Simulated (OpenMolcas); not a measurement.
## Computed levels of Ag+

| Item | Value |
| --- | --- |
| Program | OpenMolcas 26.06 |
| Method | SS-CASPT2, IPEA 0.25 Eh, imaginary shift 0.1 Eh (closed shells correlated: 4s 4p) |
| Basis | ANO-RCC-VQZP [8s7p5d3f2g1h] |
| Scalar Hamiltonian | DKH2, point nucleus |
| Active space | 10 electrons in 6 orbitals (4d 5s) |
| State averaging | 2S+1 = 1 even, 6 roots; 2S+1 = 3 even, 5 roots kept (CI in the orbitals of an earlier block) |
| Spin-orbit coupling | state interaction with AMFI integrals over the reference wave functions, term energies averaged over their components |

Spin-free terms above the lowest, with the occupations of the reference:

```json
{"Configuration": "4d¹⁰", "Term": "¹S", "E (cm⁻¹)": "0.0", "Occupations": "4d 10.00"}
{"Configuration": "4d⁹ 5s", "Term": "³D", "E (cm⁻¹)": "39337", "Occupations": "4d 9.00 5s 1.00"}
{"Configuration": "4d⁹ 5s", "Term": "¹D", "E (cm⁻¹)": "42794", "Occupations": "4d 9.00 5s 1.00"}
```

With spin-orbit coupling, above the lowest level:

| Configuration | Term | J | E (cm⁻¹) | Measured (cm⁻¹) | Term weight % |
| --- | --- | --- | --- | --- | --- |
| 4d¹⁰ | ¹S | 0 | 0.0 | 0.0 | 100 |
| 4d⁹ 5s | ³D | 3 | 37593 | 39168 | 100 |
| 4d⁹ 5s | ³D | 2 | 39007 | 40745 | 76 |
| 4d⁹ 5s | ³D | 1 | 41954 | 43743 | 100 |
| 4d⁹ 5s | ¹D | 2 | 43996 | 46049 | 76 |

Against the 4 measured excited levels shown (NIST Handbook of Basic Atomic Spectroscopic Data) the mean absolute deviation is 1800 cm-1; the largest miss in energy is 4d⁹ 5s ¹D₂: computed 43996, measured 46049 cm⁻¹ (-4.5 %).

Terms from blocks run as CI alone lack orbitals of their own. A single d shell beside an s shell can misplace configurations of different d count against each other. Computed and measured levels are paired by configuration, term and J; levels that our copy of the source lacks, or whose pairing is in doubt (as where it misses far off the trend of its configuration), stay unpaired and out of the deviations. Only configurations of the active space appear. The first state left out of the spin-orbit step lies near 80000 cm-1 above the lowest spin-free state of the reference (among the parities and spins computed), and the list stops at four fifths of that energy or lower.

The term weight is that of the spin-free term in the level, not the purity of its configuration.
